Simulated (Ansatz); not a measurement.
Relaxation of C2H3SSi (7 atoms, charge -1, multiplicity 1), to a largest force component of 0.02 eV/Å in at most 50 steps.

Theory: RKS B3LYP-D4/def2-SVP (Ansatz).

```xyz
7
Properties=species:S:1:pos:R:3:forces:R:3
C 0.255 1.093 0.240 -0.44 -0.31 0.30
C -0.527 -0.177 0.446 0.44 -1.30 -1.03
Si -0.387 -1.669 -0.376 -0.18 0.38 0.36
S -0.711 -3.609 -0.915 -0.07 0.47 0.28
H 0.113 1.547 -0.753 -0.03 0.22 -0.21
H -0.083 1.836 0.975 0.00 0.46 0.22
H 1.340 0.980 0.382 0.28 0.08 0.08
```

Where does it end, and by what steps?

It converged. Limits of this set-up: an anion without diffuse functions. After 6 steps the energy has fallen by 0.256 eV; C2 moved furthest, 0.47 Å.

```
step  energy less start (eV)  largest force component (eV/Å)  accepted
   0                  0.0000                           1.300       yes
   1                 -0.1194                           0.765       yes
   2                 -0.2042                           1.165       yes
   3                 -0.2388                           0.810       yes
   4                 -0.2551                           0.085       yes
   5                 -0.2555                           0.032       yes
   6                 -0.2556                           0.006       yes
```

```xyz
7
Properties=species:S:1:pos:R:3
C 0.274 1.118 0.233
C -0.215 -0.267 0.109
Si -0.318 -1.780 -0.501
S -0.968 -3.683 -0.696
H 0.115 1.747 -0.672
H -0.246 1.659 1.055
H 1.358 1.205 0.472
```

The run took 18 s on 1 thread of Arm Neoverse V2, on a shared host, peak memory 0.15 GiB.
